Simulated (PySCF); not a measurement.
Input file for PySCF: R-B3LYP/LANL2DZ on H2IIn (SMILES [InH2][I]), a point of a bond scan (R = 2.057 Å).

```python
from pyscf import gto, scf, dft, mp
from pyscf.data.elements import chemcore

mol = gto.M(
    atom='''
    In   -0.72638877   -1.13552285    0.19955666
    H     0.06173721   -2.38181490    1.63343013
    H    -2.11914691   -1.24747254   -0.79314453
    I     0.71286441    1.11438097   -0.19584118
    ''',
    basis='lanl2dz',
    ecp={'I': 'lanl2dz', 'In': 'lanl2dz'},
    charge=0, spin=0, verbose=3, max_memory=1800)
mf = dft.RKS(mol, xc='b3lyp')
mf.conv_tol = 1e-8
mf.max_cycle = 100
mf.kernel()
if not mf.converged:
    mf = mf.newton().run(mf.mo_coeff, mf.mo_occ)
```

Output:

```
converged SCF energy = -14.4704388655622
```

The calculation finished and met its thresholds.

Cost: roughly 2.1 core-seconds.
